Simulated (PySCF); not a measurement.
**From a computed spectrum to the compound**

A species of 5 atoms with charge 0 has these harmonic modes (B3LYP, small Gaussian bases with core potentials, PySCF 2.14.0):

```csv
cm⁻¹,km/mol,symmetry
166,14.5,e'
166,14.5,e'
167,0.0,e''
167,0.0,e''
175,0.0,a1'
304,90.6,a2''
325,89.4,e'
325,89.4,e'
346,0.0,a1'
```

(1) Which species is it, and in which structure?

## Answers

(1) Nd2S3 (singlet in the valence; each metal's 4f electrons, 3 of them, lie in its core potential, out of spins and levels):
```xyz
5

Nd    0.0000    0.0000    1.6147
Nd    0.0000    0.0000   -1.6147
S     2.0743    0.0000    0.0000
S    -1.0372    1.7964    0.0000
S    -1.0372   -1.7964    0.0000
```
Ideal gas at 298.15 K and 1 bar: S = 387.7 J/(mol K), Cp = 99.8 J/(mol K), H − H(0 K) = 22.1 kJ/mol (rigid rotor, harmonic modes, spin degeneracy alone, that of the 4f electrons in the core included). An lcecp potential fixes the number of 4f electrons, so in runs with it no electron can move into or out of that shell.
 This is one of several that fit.
